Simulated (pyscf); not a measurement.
## HO–SiH₂–SiH₃ (SMILES O[SiH2][SiH3]), singlet

Gas-phase minimum from PySCF at ωB97X-D3(BJ)/def2-SVP, one conformer. HO–SiH₂–SiH₃ lies 27.0 kcal/mol over its isomer H₃Si–O–SiH₃, and others may lie lower still (electronic energy, ωB97M-D3(BJ)). 

SMILES: [SiH2](O)[SiH3]
```xyz
9

O      0.4343     0.9572     0.1759
Si     0.1104    -0.6864     0.1730
Si    -1.6171    -1.0128     1.7004
H      1.1360     1.2650    -0.4070
H      1.3152    -1.4833     0.5675
H     -0.2966    -1.1630    -1.1869
H     -1.9590    -2.4665     1.7535
H     -2.8305    -0.2493     1.2863
H     -1.1998    -0.5678     3.0622
```

Bond lengths (Å): O1–Si2 1.675, O1–H4 0.963, Si2–Si3 2.329, Si2–H5 1.497, Si2–H6 1.497, Si3–H7 1.494, Si3–H8 1.492, Si3–H9 1.492. Bond angles (°): Si2–O1–H4 117.0, O1–Si2–Si3 106.2, O1–Si2–H5 111.5, O1–Si2–H6 111.5, Si3–Si2–H5 110.5, Si3–Si2–H6 110.4, H5–Si2–H6 106.8, Si2–Si3–H7 109.2, Si2–Si3–H8 110.5, Si2–Si3–H9 110.4, H7–Si3–H8 108.8, H7–Si3–H9 108.8, H8–Si3–H9 109.2.

Properties at ωB97X-D3(BJ)/def2-SVP:

| Quantity | Value |
|---|---|
| Harmonic wavenumbers, unscaled | 106, 157, 222, 374, 442, 530, 630, 746, 778, 858, 878, 950, 952, 965, 994, 2214, 2220, 2242, 2251, 2256, 3927 cm⁻¹ |
| Zero-point energy | 35.3 kcal/mol |
| Rotational symmetry number | 1 |
| Entropy of this conformer at 298 K and 1 atm, rigid rotor and harmonic oscillator, modes under 100 cm⁻¹ raised to 100 | 318.5 J/(mol K) |
| Dipole moment | 1.42 D |

Single-point totals, which compare only within one level (frozen core for MP2 and CC):

| level | total energy (hartree) |
|---|---|
| ωB97X-D3(BJ)/def2-TZVP | -657.97151 |
| PBE/def2-TZVP | -657.50363 |
| r²SCAN/def2-TZVP | -657.80292 |
| B3LYP-D3(BJ)/def2-TZVP | -657.95895 |
| PBE0-D3(BJ)/def2-TZVP | -657.57212 |
| M06-2X/def2-TZVP | -657.81513 |
| ωB97M-D3(BJ)/def2-TZVP | -657.99266 |
| HF/def2-TZVPP | -656.31355 |
| MP2/def2-TZVPP | -656.81189 |
| CCSD/def2-TZVPP | -656.85706 |
| CCSD(T)/def2-TZVPP | -656.87487 |

Soft torsions are taken as harmonic, which can shift the entropy by several J/(mol K). The CCSD(T) − MP2 part came from Ansatz, without density fitting, on the same reference.
